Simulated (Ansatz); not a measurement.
A structure relaxed at PBE/def2-SVP in Ansatz, charge 1, doublet:

Cartesian coordinates in Å:
```
Cd -0.554 0.759 -0.868
Na 1.730 0.695 -2.809
Na 0.396 1.925 1.940
Na -3.089 1.166 0.679
Na 2.346 -0.808 0.542
Na -0.097 -2.335 -1.470
Na -0.732 -1.403 1.987
```

(1) Give its formula and point group.

(2) Summarise the bond lengths by kind (pairs closer than 1.2 times the sum of covalent radii, bridged metal pairs left out).

## Answers

(1) Na6Cd⁺. Point group C2 (tolerance 0.1 Å).

(2) 9 × Na–Na 3.45 to 3.78 Å; 6 × Cd–Na 3.00 to 3.59 Å. The metal has 6 neighbours: Na 3.00 Å, Na 3.18 Å, Na 3.00 Å, Na 3.58 Å, Na 3.18 Å, Na 3.59 Å.

In the def2 sets Cd takes a core potential; there is no spin–orbit coupling. The relaxation made no stability test and no search for a lower SCF solution. The structure comes from a short search, and lower isomers may exist.
